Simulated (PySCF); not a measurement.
Geometries of 2 isomers of CH5BN2, from PySCF, PBE0-D3(BJ)/def2-SVP geometry optimisation, gas phase. One conformer each, no zero-point energy, no frequencies.

Question: Which isomer lies lower at this level?
A.
```xyz
9
angstrom
N      2.404   -0.797   -0.378
C      1.465   -0.130   -0.230
B      0.146    0.707   -0.027
N     -1.049   -0.391    0.075
H      0.141    1.320    1.026
H     -0.112    1.408   -0.989
H     -1.106   -0.957   -0.773
H     -1.948    0.073    0.207
H     -0.902   -1.028    0.860
```
B.
```xyz
9
angstrom
C      1.817   -0.238    0.049
N      0.683   -0.028    0.532
B     -0.587    0.530    0.262
N     -1.648   -0.227   -0.261
H      2.108    0.043   -0.985
H      2.611   -0.728    0.644
H     -0.777    1.687    0.572
H     -1.569   -1.205   -0.502
H     -2.582    0.148   -0.345
```

Answer: B. That is `C=NBN`, 16.8 kcal/mol below the other.

```csv
SMILES,atoms numbered as above,E (Eh),relative (kcal/mol),relative (kJ/mol),dipole (D)
C=NBN,[CH2:1]=[N:2][BH:3][NH2:4],-175.16986,0.0,0.0,1.77
N#C[BH2-][NH3+],[N:1]#[C:2][BH2-:3][NH3+:4],-175.14305,16.8,70.4,7.56
```
